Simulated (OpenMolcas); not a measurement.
# Ionisation energies of argon

| Quantity | Value |
| --- | --- |
| Program | OpenMolcas 26.06 |
| Basis | ANO-RCC-VQZP [6s5p3d2f1g] |
| Scalar Hamiltonian | DKH2, point nucleus |
| Spin-orbit coupling | RASSI with atomic mean-field integrals over the reference wave functions, term energies averaged over their components |

Active shells in each charge state: the valence s, p shells, with orbitals averaged over the low states. Where CASPT2's correlated closed shells are named, they are those of the first ion.

A. CASSCF
B. SS-CASPT2, IPEA 0.25 Eh, imaginary shift 0.1 Eh (closed shells correlated: 2s 2p)
C. SS-CASPT2, IPEA 0 Eh, imaginary shift 0.1 Eh (closed shells correlated: 2s 2p)

Energies in eV between the lowest computed levels, named as in B; reference values from the NIST Atomic Spectra Database with their kind.

```
                From                    To        A        B        C  Spin-orbit share in B                 Reference
      Ar 3s2 3p6 1S0   Ar+ 3s2 3p5 2P* 3/2   14.699   15.679   15.554                 -0.056         15.760 (measured)
 Ar+ 3s2 3p5 2P* 3/2      Ar2+ 3s2 3p4 3P2   26.374   27.413   27.316                 -0.011         27.630 (measured)
    Ar2+ 3s2 3p4 3P2  Ar3+ 3s2 3p3 4S* 3/2   39.232   40.414   40.340                 +0.067   40.735 (semi-empirical)
Ar3+ 3s2 3p3 4S* 3/2      Ar4+ 3s2 3p2 3P0   58.032   59.011   59.106                 -0.151   59.580 (semi-empirical)
    Ar4+ 3s2 3p2 3P0   Ar5+ 3s2 3p 2P* 1/2   73.422   74.444   74.543                 -0.016   74.840 (semi-empirical)
 Ar5+ 3s2 3p 2P* 1/2          Ar6+ 3s2 1S0   89.730   90.858   90.956                 +0.167         91.290 (measured)
        Ar6+ 3s2 1S0        Ar7+ 3s 2S 1/2  123.862  124.064  124.066                 +0.000  124.410 (semi-empirical)
      Ar7+ 3s 2S 1/2          Ar8+ 2p6 1S0  142.946  143.111  143.113                 +0.000  143.457 (semi-empirical)
```

Error against the reference values, in %:

```tsv
From	Reference	A	B	C
Ar	measured	-6.7	-0.5	-1.3
Ar+	measured	-4.5	-0.8	-1.1
Ar2+	semi-empirical	-3.7	-0.8	-1.0
Ar3+	semi-empirical	-2.6	-1.0	-0.8
Ar4+	semi-empirical	-1.9	-0.5	-0.4
Ar5+	measured	-1.7	-0.5	-0.4
Ar6+	semi-empirical	-0.4	-0.3	-0.3
Ar7+	semi-empirical	-0.4	-0.2	-0.2
```

Mean absolute error over the 3 measured values: A 1.29 eV, B 0.24 eV, C 0.28 eV. B lies closest.

* marks odd parity.
